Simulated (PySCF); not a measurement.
C8H9N.
Atom-mapped SMILES: `[cH:1]1[cH:2][c:3]([CH:4]2[CH2:5][CH2:6]2)[cH:7][cH:8][n:9]1`

Structure used (GFN2-xTB), in Å, numbered top down from 1:
```xyz
18
C8H9N angstrom
C     -2.1097    0.4314    1.1334
C     -0.7402    0.3261    0.9631
C     -0.2416   -0.0739   -0.2755
C      1.1996   -0.2163   -0.5524
C      2.2023    0.7178    0.0767
C      2.1460   -0.7052    0.5153
C     -1.1753   -0.3448   -1.2742
C     -2.5238   -0.2065   -0.9951
N     -2.9913    0.1731    0.1821
H     -2.5273    0.7393    2.0838
H     -0.0796    0.5537    1.7854
H      1.4105   -0.5368   -1.5660
H      3.0370    1.0395   -0.5272
H      1.8304    1.4806    0.7435
H      1.7343   -0.9323    1.4868
H      2.9411   -1.3706    0.2151
H     -0.8501   -0.6588   -2.2550
H     -3.2712   -0.4099   -1.7514
```

NICS is the negative of the GIAO shielding at a point without a nucleus: at the ring centre (0) and 1 Å above and below it (1); zz is the component along the ring normal. Level: GIAO PBE0/pcSseg-1 (PySCF, non-relativistic, gas phase) on the GFN2-xTB geometry, one conformer.

Ring bond lengths (Å), with Mayer bond orders in brackets: C1–C2 1.384 (1.42), C2–C3 1.394 (1.37), C3–C7 1.394 (1.38), C7–C8 1.384 (1.41), C8–N9 1.322 (1.48), N9–C1 1.322 (1.48); C4–C5 1.508 (0.93), C5–C6 1.490 (0.98), C6–C4 1.508 (0.93).

Question: Give the NICS values of each ring in ppm.

Answer: 
```tsv
ring	type	NICS(0)	NICS(1), two faces	NICS(1)zz, two faces	rms pucker (Å)	centre to ring atoms, mean (Å)
C1–C2–C3–C7–C8–N9	6-membered ring with N; formal bonds all aromatic	-7.1	-10.9 / -10.9	-27.0 / -27.0	0.00	1.37
C4–C5–C6	3-membered carbocycle; formal bonds all single	-42.9	-8.0 / -7.3	-23.9 / -24.2	0.00	0.87
```

Question: What do they say, and how far can they be read as aromaticity?

Answer: 
- C1–C2–C3–C7–C8–N9: mean NICS(1)zz -27.0 ppm, shielded. The ring is flat and has no four-coordinate atom; by the NICS criterion it is aromatic.
- C4–C5–C6: mean NICS(1)zz -24.0 ppm, shielded. C4, C5, C6 have four or more neighbours; no verdict on aromaticity is drawn. NICS(0) lies 35 ppm below the mean NICS(1).

Question: How equal are the bonds by HOMA? HOMA = 1 − mean of α(R − Ropt)² over the ring bonds, with Krygowski's 1993 parameters (CC: Ropt 1.388 Å, α 257.7 Å⁻²; CN: Ropt 1.334 Å, α 93.52 Å⁻²).

Answer: 
- C1–C2–C3–C7–C8–N9: HOMA 0.99; the largest term is that of C8–N9, α(R − Ropt)² = 0.01. The geometric and the magnetic index point the same way.

Question: What is the mean of the two in-plane components of NICS at the first NICS(1) probe listed for ring C1–C2–C3–C7–C8–N9, 1 Å off the ring?

Answer: The isotropic value is a third of the trace: (3 × -10.9 − (-27.0))/2 = -2.9 ppm.
